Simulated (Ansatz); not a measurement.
The cluster CoSi₂⁻. Charge -1, multiplicity 5. Geometry PBE-D4/def2-TZVPD.

Cartesian coordinates in Å:
```
Co -0.7208 -0.9315 -0.2418
Si -0.5551 1.0239 0.6999
Si 1.2759 -0.0924 -0.4582
```

At HF/def2-TZVPD the charge -1 quintet is spin-contaminated (final ⟨S²⟩ up to 7.06, 6.00 for a pure state). At LDA (SPW92)/def2-TZVPD, r2SCAN-D4/def2-TZVPD, PBE0-D4/def2-TZVPD, BHLYP-D4/def2-TZVPD the highest occupied level of the charge -1 quintet lies above zero (up to 1.35 eV). The electron is either unbound and held by the finite basis, or the level is raised by self-interaction error. The order of the spin states hangs on the level: the triplet lies 1.03 eV below the quintet at PBE0-D4/def2-TZVPD, but 0.00 eV above it at HF/def2-TZVPD. The structure comes from a short search, and lower isomers may exist.

**Question.** Estimate the α-spin orbital energies around the gap (eV) in Ansatz with HF/def2-TZVPD, LDA (SPW92)/def2-TZVPD, r2SCAN-D4/def2-TZVPD, PBE0-D4/def2-TZVPD, BHLYP-D4/def2-TZVPD.

**Answer.** 
```json
{"orbital": "HOMO−9", "HF/def2-TZVPD": "-16.37", "LDA (SPW92)/def2-TZVPD": "-4.84", "r2SCAN-D4/def2-TZVPD": "-5.09", "PBE0-D4/def2-TZVPD": "-6.30", "BHLYP-D4/def2-TZVPD": "-7.83"}
{"orbital": "HOMO−8", "HF/def2-TZVPD": "-16.19", "LDA (SPW92)/def2-TZVPD": "-2.50", "r2SCAN-D4/def2-TZVPD": "-3.37", "PBE0-D4/def2-TZVPD": "-5.37", "BHLYP-D4/def2-TZVPD": "-7.42"}
{"orbital": "HOMO−7", "HF/def2-TZVPD": "-15.39", "LDA (SPW92)/def2-TZVPD": "-2.49", "r2SCAN-D4/def2-TZVPD": "-3.25", "PBE0-D4/def2-TZVPD": "-5.27", "BHLYP-D4/def2-TZVPD": "-7.15"}
{"orbital": "HOMO−6", "HF/def2-TZVPD": "-15.16", "LDA (SPW92)/def2-TZVPD": "-2.33", "r2SCAN-D4/def2-TZVPD": "-3.13", "PBE0-D4/def2-TZVPD": "-5.01", "BHLYP-D4/def2-TZVPD": "-6.77"}
{"orbital": "HOMO−5", "HF/def2-TZVPD": "-13.48", "LDA (SPW92)/def2-TZVPD": "-1.77", "r2SCAN-D4/def2-TZVPD": "-2.26", "PBE0-D4/def2-TZVPD": "-4.09", "BHLYP-D4/def2-TZVPD": "-6.00"}
{"orbital": "HOMO−4", "HF/def2-TZVPD": "-8.09", "LDA (SPW92)/def2-TZVPD": "-1.66", "r2SCAN-D4/def2-TZVPD": "-2.17", "PBE0-D4/def2-TZVPD": "-3.86", "BHLYP-D4/def2-TZVPD": "-5.37"}
{"orbital": "HOMO−3", "HF/def2-TZVPD": "-5.27", "LDA (SPW92)/def2-TZVPD": "-1.39", "r2SCAN-D4/def2-TZVPD": "-1.56", "PBE0-D4/def2-TZVPD": "-2.22", "BHLYP-D4/def2-TZVPD": "-2.88"}
{"orbital": "HOMO−2", "HF/def2-TZVPD": "-3.14", "LDA (SPW92)/def2-TZVPD": "-0.24", "r2SCAN-D4/def2-TZVPD": "-0.44", "PBE0-D4/def2-TZVPD": "-1.03", "BHLYP-D4/def2-TZVPD": "-1.54"}
{"orbital": "HOMO−1", "HF/def2-TZVPD": "-3.12", "LDA (SPW92)/def2-TZVPD": "-0.04", "r2SCAN-D4/def2-TZVPD": "-0.19", "PBE0-D4/def2-TZVPD": "-0.81", "BHLYP-D4/def2-TZVPD": "-1.39"}
{"orbital": "HOMO", "HF/def2-TZVPD": "-1.82", "LDA (SPW92)/def2-TZVPD": "1.35", "r2SCAN-D4/def2-TZVPD": "1.19", "PBE0-D4/def2-TZVPD": "0.61", "BHLYP-D4/def2-TZVPD": "0.06"}
{"orbital": "LUMO", "HF/def2-TZVPD": "4.38", "LDA (SPW92)/def2-TZVPD": "1.55", "r2SCAN-D4/def2-TZVPD": "1.68", "PBE0-D4/def2-TZVPD": "2.15", "BHLYP-D4/def2-TZVPD": "2.83"}
{"orbital": "LUMO+1", "HF/def2-TZVPD": "4.96", "LDA (SPW92)/def2-TZVPD": "1.91", "r2SCAN-D4/def2-TZVPD": "2.06", "PBE0-D4/def2-TZVPD": "2.67", "BHLYP-D4/def2-TZVPD": "3.48"}
{"orbital": "LUMO+2", "HF/def2-TZVPD": "5.17", "LDA (SPW92)/def2-TZVPD": "3.26", "r2SCAN-D4/def2-TZVPD": "3.56", "PBE0-D4/def2-TZVPD": "3.82", "BHLYP-D4/def2-TZVPD": "4.36"}
{"orbital": "LUMO+3", "HF/def2-TZVPD": "5.70", "LDA (SPW92)/def2-TZVPD": "3.31", "r2SCAN-D4/def2-TZVPD": "3.84", "PBE0-D4/def2-TZVPD": "3.89", "BHLYP-D4/def2-TZVPD": "4.41"}
{"orbital": "LUMO+4", "HF/def2-TZVPD": "5.80", "LDA (SPW92)/def2-TZVPD": "3.85", "r2SCAN-D4/def2-TZVPD": "4.45", "PBE0-D4/def2-TZVPD": "4.47", "BHLYP-D4/def2-TZVPD": "4.99"}
{"orbital": "LUMO+5", "HF/def2-TZVPD": "5.93", "LDA (SPW92)/def2-TZVPD": "4.07", "r2SCAN-D4/def2-TZVPD": "4.57", "PBE0-D4/def2-TZVPD": "4.54", "BHLYP-D4/def2-TZVPD": "5.17"}
{"orbital": "β HOMO", "HF/def2-TZVPD": "-3.42", "LDA (SPW92)/def2-TZVPD": "-0.41", "r2SCAN-D4/def2-TZVPD": "-0.70", "PBE0-D4/def2-TZVPD": "-1.17", "BHLYP-D4/def2-TZVPD": "-1.58"}
{"orbital": "β LUMO", "HF/def2-TZVPD": "4.39", "LDA (SPW92)/def2-TZVPD": "0.08", "r2SCAN-D4/def2-TZVPD": "0.94", "PBE0-D4/def2-TZVPD": "1.60", "BHLYP-D4/def2-TZVPD": "2.27"}
```
